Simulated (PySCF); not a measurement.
disilazane cation (H₇NSi₂), SMILES [SiH3]N[SiH3] (connectivity only; charge and spin as stated), charge +1, multiplicity 2.

Geometry optimised at ωB97X-D3(BJ)/def2-SVP. The multiplicity is an assumed one; other spin states were not compared.

All values below come from ωB97X-D3(BJ)/def2-SVP in PySCF.

Frequencies are harmonic and unscaled.

Computed vibrational spectrum:
```
mode  ν (cm⁻¹)  IR (km/mol)  moving atoms (share of kinetic energy)
----  --------  -----------  --------------------------------------
1           46          1.2                          H 72 %, N 23 %
2           51          0.0                                  H 92 %
3          184          0.8                 Si 48 %, H 31 %, N 21 %
4          458          9.1                                  H 95 %
5          464          1.6                 Si 44 %, H 31 %, N 25 %
6          544          0.0                         H 88 %, Si 11 %
7          604          0.6                          H 89 %, Si 9 %
8          703         73.6                 N 43 %, H 41 %, Si 16 %
9          748        142.5                 H 44 %, N 39 %, Si 17 %
10         760         61.2                 H 64 %, N 26 %, Si 11 %
11         897        245.2                                  H 92 %
12         903          2.6                                  H 95 %
13         910          0.1                                  H 97 %
14         916         46.1                                  H 97 %
15         931        107.2                                  H 96 %
16         945         44.1                                  H 93 %
17        1151         68.4                          H 82 %, N 17 %
18        2278         15.2                                  H 98 %
19        2279          1.4                                  H 98 %
20        2330          0.6                                  H 97 %
21        2330         27.1                                  H 97 %
22        2351          3.8                                  H 95 %
23        2354         37.1                                  H 95 %
24        3486        126.3                                  H 93 %
```
